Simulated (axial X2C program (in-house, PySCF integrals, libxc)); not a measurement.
## Potential curves of HfB⁻, without spin–orbit coupling

Computed with an axial X2C code built on PySCF integrals. Spin-free means the one-electron spin-free X2C Hamiltonian. Basis: Hf dyall-acv3z [14s15p10d7f4g], B dyall-av3z [8s7p3d2f] (cores contracted in-house); Gaussian nuclei, density fitting, unrestricted open shells. Masses: Hf 179.947 u, B 11.009 u.

State: M_S = 1, Λ = 1 (beyond evenly filled blocks: σα, π+α, π+β, π-α). Energies in cm⁻¹ from the fragments at the same level (Hf + B-). Fits are polynomials in 1 − R0/R over 0.85 to 1.23 times the lowest point R0.

```tsv
R (Å)	LDA
1.7939	-31234
1.8764	-34826
1.9383	-36374
2.0001	-37142
2.0620	-37287
2.1342	-36840
2.2063	-35898
2.2991	-34175
2.4125	-31597
2.5775	-27491
```

Occupations by symmetry block were frozen at the best pattern of an incomplete PBE0 search. De is counted from the lowest determinant-based energies of the atoms at the same level, without counterpoise correction. PBE0 can misorder states that lie within some tenths of an eV, so this need not be the ground state of the molecule. The nearest other spin-free determinant of the search, M_S = 0, Λ = 1, lies 0.15 eV up at the distance of the search. The functionals have no current-density term, which raises determinants with orbital currents, atoms included. At some level and bond length an empty orbital lies below a filled one. The highest occupied level of some functionals is positive through self-interaction error; at Hartree–Fock it is bound.

Q: What are Re, ωe and De at the LDA level?

A: At LDA, spin-free: Re = 2.047 Å, ωe ≈ 665 cm⁻¹, De = 4.62 eV to Hf + B-; Be follows as 0.388 cm⁻¹.
